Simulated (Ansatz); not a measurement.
This geometry of CH$_{7}$BSi$_{2}$ (11 atoms, charge 0, multiplicity 1) is a first-order saddle point.

Level of theory: Ansatz, UKS r2SCAN/STO-3G.

```xyz
11
Properties=species:S:1:pos:R:3
Si -0.878 1.655 -0.316
B 0.005 0.021 0.242
C -0.020 -1.349 0.838
Si 1.142 -1.330 -0.557
H -1.579 1.443 -1.566
H -1.841 2.125 0.659
H 0.078 2.720 -0.530
H 0.379 0.165 1.408
H -0.294 -1.761 1.826
H 2.523 -1.701 -0.322
H 0.550 -2.044 -1.663
```

Question: Which two structures does it join? (They come from a converged band through this point; their orientation in space is the band's.)

Answer: Bonds broken: B2–Si4, C3–H8. Bonds formed: B2–H8.

Initial state:

```xyz
11
Properties=species:S:1:pos:R:3
Si -0.946 1.749 -0.408
B 0.008 0.094 -0.047
C 0.189 -1.014 1.050
Si 1.126 -1.381 -0.512
H -1.797 1.578 -1.568
H -1.776 2.224 0.678
H -0.001 2.799 -0.730
H 0.756 -0.726 1.943
H -0.699 -1.581 1.349
H 2.566 -1.330 -0.406
H 0.640 -2.470 -1.328
```

Final state:

```xyz
11
Properties=species:S:1:pos:R:3
Si -0.893 1.491 -0.261
B -0.304 0.183 1.089
C 0.446 -1.085 0.818
Si 1.062 -1.526 -0.718
H -1.319 0.896 -1.512
H -1.992 2.310 0.201
H 0.180 2.405 -0.602
H -0.548 0.436 2.210
H 0.679 -1.766 1.646
H 1.874 -2.701 -0.959
H 0.879 -0.701 -1.891
```

Question: How far does it lie above each of them?

Answer: 1.48 eV above the first and 1.57 eV above the second. This is the barrier of this one path; another mechanism may lie lower. The orbitals stay closed-shell, which can raise the energy where a bond breaks towards radicals; this wasn't checked here. Limits of this set-up: minimal basis.

The run took 9.8 min on 1 thread of Arm Neoverse V1, with other jobs on the host, peak memory 0.17 GiB.
